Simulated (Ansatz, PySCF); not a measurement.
Spin states of HOZr (SMILES [OH][Zr]), each relaxed with B3LYP-D3(BJ)/def2-TZVP.
State 1 (charge 0, multiplicity 2):
```xyz
3

Zr    -0.99096    -0.85461    -0.88034
O      0.18015     0.18398     0.14354
H      0.77763     0.71799     0.66647
```
State 2 (charge 0, multiplicity 4):
```xyz
3

Zr    -1.03030    -0.80936    -0.90368
O      0.28066     0.06055     0.20209
H      0.71647     0.79618     0.63127
```

Singlets are restricted, other states unrestricted; no spin–orbit coupling, no relativity up to Kr; see below for the cores. The largest T1 diagnostic is 0.059.

Run with Ansatz (a program for electronic structure) with Gaussian orbitals; PySCF for the dispersion terms.  In def2 rows elements past Kr take small-core potentials, without spin–orbit coupling.

Problem. One of these levels gives 15.1 kJ/mol for the energy of the multiplicity-4 state less that of the multiplicity-2 state. Name it.
A. B3LYP-D4/def2-TZVPP
B. PBE/def2-TZVPP
C. SVWN5/def2-TZVPP
D. PBE0/def2-TZVPP

Solution. B, PBE/def2-TZVPP. The others give 24.8 (SVWN5/def2-TZVPP), 31.8 (B3LYP-D4/def2-TZVPP), 9.4 (PBE0/def2-TZVPP)

Doubts at one or more of the structures used: a spin-contaminated determinant (PBE/def2-TZVPP, PBE0/def2-TZVPP).
